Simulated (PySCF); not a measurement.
## From computed data to an observable: oscillator strength and radiative lifetime

C₄H₃B, SMILES C(#C)BC#C.

Geometry: B3LYP-D3(BJ)/def2-SVP.

TDA-M06-2X/def2-SVPD run with PySCF 2.14.0 puts the first singlet state with f over 0.02 at 5.29 eV (vertical), with the transition dipole (0.000, 1.351, 0.000) in atomic units.

Find the oscillator strength, the wavelength and the radiative lifetime that this transition would have in vacuum if emission retraced absorption.


|μ|² = 1.8252 au, so |μ| = 3.43 D. ΔE = 5.29/27.211 = 0.1944 hartree. f = (2/3) ΔE |μ|² = 0.237 (the program prints 0.236).
λ = 1239.84/5.29 = 234 nm; ν = 42667 cm⁻¹.
Einstein's coefficient A = 0.6670 ν² f s⁻¹ (ν in cm⁻¹) = 2.9e8 s⁻¹, so τ = 1/A = 3.5 ns. This state is S3; the lower singlets have f = 0.001, 0.000. The figure is the radiative limit of this one transition; relaxation, internal conversion, crossing to triplets and a medium change what is measured.
